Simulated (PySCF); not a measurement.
# Radial density of Ag (silver, neutral)

wB97X-V, [Kr] 4d10 5s1, 2S determinant. Computed with PySCF 2.14 in x2c-TZVPPall (8s6p6d2f1g, 79 functions), with scalar relativity by spin-free X2C-1e.

```csv
r (bohr),4πr²ρ (e/bohr),4πr²(ρα − ρβ)
0.0323,54.83,0.0003
0.0543,54.99,0.0019
0.0914,75.83,0.0100
0.154,55.94,-0.0072
0.259,59.34,0.0157
0.435,35.98,0.0003
0.732,17.54,0.0369
1.23,13.12,-0.0150
2.07,2.953,0.3414
3.48,0.5087,0.2799
5.86,0.04296,0.0394
9.85,0.0002319,0.0002
```

Densities and radii are taken from the X2C orbitals without a picture-change correction, which distorts them close to the nucleus.

(1) Where is the radial spin density 4πr²(ρα − ρβ) most negative, and why is it negative at all?

## Answers

(1) Around r = 1.23 bohr, down to -0.0150 e/bohr: exchange with the open shell polarises the paired shells in an unrestricted calculation.
